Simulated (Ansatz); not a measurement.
HKO (SMILES [OH][K]) moved off its minimum; all values from Ansatz (a first-principles code), cores frozen in correlated methods.
(charge 0, multiplicity 1)
```xyz
3

K      0.0299     0.0515    -0.8972
O     -0.0434    -0.0354     1.4727
H      0.0312     0.0308     2.4861
```

Forces at r2SCAN/def2-TZVPP (eV/Å):

| atom | Fx | Fy | Fz |
|---|---|---|---|
| K1 | -0.039 | -0.045 | 1.021 |
| O2 | 0.254 | 0.237 | 1.664 |
| H3 | -0.215 | -0.192 | -2.685 |

Problem. Give the forces (eV/Å), the total energy and the dipole at CCSD(T)/def2-TZVPPD.

Solution. 
```json
[
 {"atom": "K1", "Fx": "-0.026", "Fy": "-0.028", "Fz": "0.503"},
 {"atom": "O2", "Fx": "0.245", "Fy": "0.225", "Fz": "2.161"},
 {"atom": "H3", "Fx": "-0.220", "Fy": "-0.197", "Fz": "-2.664"}
]
```
Energy -674.9212 hartree, dipole 8.57 D.
